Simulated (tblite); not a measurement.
Species: C5H8AlBr.
Bonds: Br1–Al2, Al2–C3, C3–C4 (double), C4–C5, C5–C6, C6–C7, C3–C7. Hydrogens: H8 on Al2; H9 on C4; H10, H11 on C5; H12, H13 on C6; H14, H15 on C7.

Computed with GFN2-xTB (tblite), gas phase: L-BFGS steps from a force-field or distance-geometry start until the largest atomic force falls under 0.01 eV/Å.

Step 0: E = -543.0913 eV
```
atom  x, y, z in Å  |  force x, y, z in eV/Å
Br1     3.7399    1.6893   -1.0613   -0.507  -0.748   1.042
Al2     2.6343    0.2002    0.4224    0.996  -0.297  -1.256
C3      0.6864    0.0856    0.2478    1.608   0.827   0.531
C4     -0.1369    1.0356    0.6753   -0.995  -0.148   0.279
C5     -1.5660    0.6390    0.3915   -0.152   1.263  -1.103
C6     -1.4305   -0.5394   -0.5940   -1.377  -0.402   0.494
C7     -0.0269   -1.0318   -0.3971    0.487  -1.533  -0.190
H8      3.4326   -1.1238    0.9300   -0.209   0.851  -0.056
H9      0.1148    1.9551    1.1910   -0.017  -0.157  -0.061
H10    -2.0999    0.3441    1.2999    0.001   0.330  -0.197
H11    -2.0391    1.5019   -0.1490   -0.157  -0.650   0.834
H12    -1.5593   -0.2319   -1.6355   -0.266   0.030   0.255
H13    -2.1862   -1.3228   -0.3093    0.591   0.634  -0.639
H14     0.4717   -1.3103   -1.3562   -0.308  -0.165   0.738
H15    -0.0394   -1.8829    0.3227    0.306   0.163  -0.670
```

Step 1: E = -543.2962 eV
```
atom  x, y, z in Å  |  force x, y, z in eV/Å
Br1     3.7327    1.6786   -1.0465   -0.354  -0.582   0.848
Al2     2.6486    0.1960    0.4044    0.873  -0.349  -1.028
C3      0.7094    0.0974    0.2554    0.235   0.428   0.298
C4     -0.1511    1.0335    0.6793   -0.052  -0.367  -0.001
C5     -1.5681    0.6570    0.3757   -0.134   0.036  -0.189
C6     -1.4502   -0.5451   -0.5870    0.057   0.137   0.067
C7     -0.0200   -1.0537   -0.3999    0.046   0.096   0.266
H8      3.4296   -1.1117    0.9292   -0.142   0.764  -0.052
H9      0.1145    1.9529    1.1901   -0.107  -0.140  -0.051
H10    -2.0999    0.3488    1.2971    0.107   0.452  -0.424
H11    -2.0413    1.4926   -0.1371   -0.458   0.029   0.339
H12    -1.5631   -0.2315   -1.6318   -0.273  -0.046   0.294
H13    -2.1778   -1.3137   -0.3185    0.005   0.107  -0.337
H14     0.4673   -1.3126   -1.3457   -0.105  -0.299   0.269
H15    -0.0350   -1.8806    0.3132    0.302  -0.266  -0.299
```

Step 2: E = -543.4094 eV
```
atom  x, y, z in Å  |  force x, y, z in eV/Å
Br1     3.7226    1.6624   -1.0232   -0.073  -0.246   0.478
Al2     2.6721    0.1871    0.3762    0.336  -0.473  -0.649
C3      0.7226    0.1108    0.2644    0.000  -0.217  -0.007
C4     -0.1573    1.0249    0.6807    0.112   0.140   0.095
C5     -1.5717    0.6643    0.3661    0.057  -0.426   0.154
C6     -1.4561   -0.5443   -0.5830    0.561   0.259  -0.058
C7     -0.0165   -1.0596   -0.3952   -0.040   0.716   0.311
H8      3.4255   -1.0911    0.9278   -0.021   0.578  -0.028
H9      0.1122    1.9491    1.1887   -0.182  -0.191  -0.073
H10    -2.0976    0.3601    1.2871    0.023   0.372  -0.280
H11    -2.0518    1.4899   -0.1256   -0.552   0.376   0.046
H12    -1.5702   -0.2323   -1.6243   -0.220  -0.020   0.146
H13    -2.1746   -1.3082   -0.3289   -0.252  -0.159  -0.151
H14     0.4635   -1.3198   -1.3362   -0.006  -0.282   0.053
H15    -0.0271   -1.8853    0.3034    0.258  -0.425  -0.038
```

Task: Estimate the geometry and energy of step 3. (The exact step hangs on the optimiser's Hessian estimate; all steps are aligned on step 2, rigid shifts and turns removed.)

Result: E = -543.4822 eV, largest force 0.739 eV/Å
```
atom  x, y, z in Å  |  force x, y, z in eV/Å
Br1     3.7134    1.6450   -0.9953    0.312   0.255  -0.035
Al2     2.6964    0.1699    0.3408   -0.365  -0.624  -0.153
C3      0.7376    0.1161    0.2713   -0.475  -0.097   0.024
C4     -0.1629    1.0237    0.6852    0.550  -0.174  -0.176
C5     -1.5728    0.6642    0.3593    0.078  -0.159   0.167
C6     -1.4528   -0.5399   -0.5799    0.478   0.055  -0.060
C7     -0.0132   -1.0534   -0.3866    0.035   0.529   0.218
H8      3.4220   -1.0631    0.9262    0.160   0.271   0.044
H9      0.1066    1.9419    1.1860   -0.159   0.043   0.063
H10    -2.0960    0.3760    1.2747   -0.118   0.183   0.008
H11    -2.0708    1.4942   -0.1147   -0.390   0.299  -0.023
H12    -1.5803   -0.2330   -1.6159   -0.116   0.044  -0.041
H13    -2.1760   -1.3060   -0.3408   -0.203  -0.160  -0.051
H14     0.4599   -1.3308   -1.3265    0.027  -0.177  -0.020
H15    -0.0155   -1.8969    0.2943    0.185  -0.287   0.036
```

The energy changes by -0.0728 eV. The first-order estimate −F·Δx gives -0.1228 eV and the mean of the old and new forces, exact on a quadratic surface, -0.0715 eV. The step makes an angle of 40° with the force vector and moves no atom by more than 0.046 Å.

What follows is the cost of the whole relaxation. The run took 0.87 s of wall time on Arm Neoverse V1, one thread, no GPU, on a shared host.
